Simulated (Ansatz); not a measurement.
A run for Ansatz (a first-principles code): R-CAM-B3LYP/def2-TZVPPD on GaH5O (a complex). Files ending in .json are basis or fitting sets from the Basis Set Exchange.

Ansatz 0.2 input:
```yaml
crystal:
  periodic: [false, false, false]
  atoms:
    - {symbol: Ga, position_ang: [0.39670289, -0.37607595, 0.68515695]}
    - {symbol: H, position_ang: [1.88289631, -0.09762483, 1.12264838]}
    - {symbol: H, position_ang: [-0.22924294, -1.81109929, 0.85260488]}
    - {symbol: H, position_ang: [-0.28718893, 0.62612580, -0.33037689]}
    - {symbol: O, position_ang: [-0.54303317, 0.48212298, 2.51150526]}
    - {symbol: H, position_ang: [-1.50476470, 0.40976703, 2.47299940]}
    - {symbol: H, position_ang: [-0.33828545, 1.42099825, 2.60228873]}
basis:
  gaussian:
    orbitals: def2-TZVPPD.json
hamiltonian:
  xc: {name: CAM-B3LYP}
scf: {lower_state_search: off}
```

The head of its log:

```
WARN ansatz: RAYON_NUM_THREADS=2 ignored (pool sized by the plan → 2); use --threads N
Functional definition: CAM-B3LYP
these checks for a lower state are left out or cut short: stability, starts, cluster_reference, orbital_swaps, neighbouring_geometries, increment
integrals: 0.10 GiB planned
889 factors; their error is unknown
integrals: 0.13 GiB planned
282 factors; integrals over basis functions are off by at most 2.5e-5 eV
mean field: 0.89 GiB planned
mean field evaluation 1: about -54506.3200 eV, gradient 5.0e1 eV
mean field evaluation 2: about -54504.1165 eV, gradient 6.3e1 eV
```

What total energy does the run end on?

-2003.2005 hartree.
